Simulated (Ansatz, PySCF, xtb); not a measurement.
Two conformers of C3H8S2 (SMILES CSCSC), B3LYP-D3(BJ)/def2-TZVP minima.
Conformer 1 (charge 0, multiplicity 1, Z-matrix in Å and degrees):
```
C
H 1 1.0900
H 1 1.0900 2 108.25
S 1 1.8165 2 109.95 3 -115.03
C 4 1.8104 1 99.84 2 -56.45
H 5 1.0887 4 106.99 1 -175.13
H 5 1.0890 6 109.47 4 -119.30
H 5 1.0902 6 109.18 7 -120.46
S 1 1.8165 2 105.71 3 117.78
C 9 1.8104 1 99.84 2 -173.09
H 10 1.0887 9 106.99 1 -175.12
H 10 1.0890 11 109.47 9 -119.30
H 10 1.0902 11 109.18 12 -120.46
```
Conformer 2 (charge 0, multiplicity 1, Z-matrix in Å and degrees):
```
C
H 1 1.0899
H 1 1.0914 2 108.83
S 1 1.8043 2 106.17 3 118.51
C 4 1.8129 1 100.02 2 -167.72
H 5 1.0881 4 110.63 1 -58.42
H 5 1.0888 6 109.38 4 117.27
H 5 1.0901 6 110.09 7 119.88
S 1 1.8245 2 110.25 3 -119.98
C 9 1.8146 1 99.31 2 74.51
H 10 1.0892 9 106.84 1 179.22
H 10 1.0900 11 108.78 9 -120.27
H 10 1.0904 11 108.85 12 -119.62
```

No zero-point or thermal terms.

Frozen-core correlation. Rows in 6-31G*, LANL2DZ carry no dispersion term and start afresh at each structure (6-31G* with six Cartesian d functions). LANL2DZ brings its own core potentials from Na on.

Run with Ansatz (Gaussian orbitals); PySCF for 6-31G* rows, LANL2DZ rows, M06-2X, the dispersion terms; xtb for the GFN methods. Values without a source in brackets are computed.

| level | electronic energy of conformer 2 less that of conformer 1 (kJ/mol) |
|---|---|
| GFN1-xTB | 9.2 |
| GFN2-xTB | 13.7 |
| r2SCAN-D3(BJ)/def2-TZVPP | 10.6 |
| r2SCAN-D4/def2-TZVPP | 10.5 |
| B3LYP/LANL2DZ | (withheld) |
| PBE0-D4/def2-TZVPP | 10.2 |
| M06-2X/6-31G* | 10.2 |
| M06-2X/def2-TZVPP | 9.5 |
| B2PLYP-D3(BJ)/def2-TZVPP | 9.5 |

Task: Some entries are withheld; supply them.

Result: 
- B3LYP/LANL2DZ, electronic energy of conformer 2 less that of conformer 1 (kJ/mol): 12.7

Ansatz is a first-principles code.
